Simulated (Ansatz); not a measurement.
Consider the formal hydrolysis of the Si–P bond: `C[Si](C)(O)P` + H₂O → `C[Si](C)(O)O` + PH₃.

Program: Ansatz. Geometries: PBE0-D4/def2-TZVP. ΔE: electronic, gas phase. CCSD(T)/CBS is the MP2 limit (def2-TZVPP, def2-QZVPP) plus CCSD(T) − MP2 in def2-TZVPP, frozen cores. This one scheme is used for every species. DFT in def2-TZVPP. Each species was taken in one conformer, which may not be the lowest.

`C[Si](C)(O)P`:

Cartesian coordinates in Å:
```
C 0.579 -0.971 1.152
Si -0.286 -0.114 -0.266
C 0.944 0.896 -1.244
O -1.049 -1.229 -1.226
P -1.966 1.245 0.378
H 1.370 -1.634 0.786
H -0.123 -1.567 1.738
H 1.043 -0.241 1.820
H 1.751 0.263 -1.626
H 1.397 1.673 -0.622
H 0.461 1.380 -2.095
H -0.560 -2.018 -1.461
H -1.129 1.960 1.280
H -2.431 0.357 1.385
```

H₂O:

Z-matrix (Å, degrees):
```
O
H 1 0.960
H 1 0.960 2 105.1
```

`C[Si](C)(O)O`:

```xyz
13

C    -1.147    0.838   -0.745
Si    0.401    0.039   -0.076
C     0.011   -1.405    1.019
O     1.297    1.183    0.714
O     1.350   -0.558   -1.279
H    -0.909    1.672   -1.411
H    -1.735    0.114   -1.317
H    -1.784    1.218    0.058
H     0.930   -1.817    1.443
H    -0.489   -2.198    0.458
H    -0.642   -1.110    1.844
H     0.834    1.948    1.055
H     1.881    0.075   -1.763
```

PH₃:

Z-matrix (Å, degrees):
```
P
H 1 1.420
H 1 1.420 2 93.1
H 1 1.420 2 93.1 3 93.3
```

CCSD(T)/CBS gives -21.8 kcal/mol.

Problem. Another level gave -22.6 kcal/mol. Which?
A. HF/def2-TZVPP
B. PBE-D4/def2-TZVPP
C. CCSD/def2-TZVPP
D. r2SCANh-D4/def2-TZVPP

Solution. D. r2SCANh-D4 -22.6, HF/def2-TZVPP -28.8, PBE-D4 -18.7, CCSD/def2-TZVPP -24.0 kcal/mol.

Problem. What do rigid-rotor, harmonic-oscillator terms from PBE0-D4/def2-TZVP frequencies (298.15 K, 1 bar) make of the CCSD(T)/CBS value? (Best estimate.)

Solution. The calculation gave: ΔZPE = -0.8 kcal/mol, ΔH = -23.0 kcal/mol, ΔS = 0 J/(mol·K), ΔG = -23.0 kcal/mol.

Largest T1 diagnostic among the species: 0.013.

The D4 term adds +2.0 kcal/mol with B3LYP and +1.2 kcal/mol with PBE0; it sums over pairs of atoms, weighted by their polarisabilities, and B3LYP, whose exchange is more repulsive, gets the larger term. Leaving LDA and LC-ωPBE aside and taking each functional with its dispersion term where it has one, the values, not all of them listed here, spread over 6.8 kcal/mol, from CAM-B3LYP-D4 to revPBE-D4. LDA lies −1.1 kcal/mol from PBE without D4. From PBE to PBE0 (25 % exact exchange), in def2-TZVPP and without D4, ΔE moves by −1.0 kcal/mol.

B3LYP here is the variant with VWN-RPA as its local correlation; programs differ in this.
